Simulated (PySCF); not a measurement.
All values below come from PySCF with CAM-B3LYP-D3(BJ)/def2-TZVP. All species are isolated molecules in the gas phase. One relaxed conformer stands for a flexible species; it need not be the lowest. Delta-SCF ions had no search for a lower state. Excitations are Tamm–Dancoff values on a coarser integration grid. The basis has no diffuse functions, so Rydberg states are missing or too high.

Reference species (SMILES): `BC(=C)C(=C)C` (neutral, multiplicity 1).

```yaml
HOMO–LUMO gap: 7.35 eV
S1 excitation (TDA): 4.80 eV
LUMO: -0.84 eV
vertical ionisation energy (Delta-SCF): 8.91 eV
```

Changed species: `B/C=C(\C)C=C`.

Problem. Predict the effect on the HOMO–LUMO gap, S1 excitation (TDA), LUMO and vertical ionisation energy (Delta-SCF).

Solution. the HOMO–LUMO gap decreases by 0.17 eV, to 7.18 eV; the S1 excitation (TDA) goes up by 0.28 eV, to 5.08 eV; the LUMO falls by 0.41 eV, to -1.25 eV; the vertical ionisation energy (Delta-SCF) rises by 0.21 eV, to 9.12 eV.
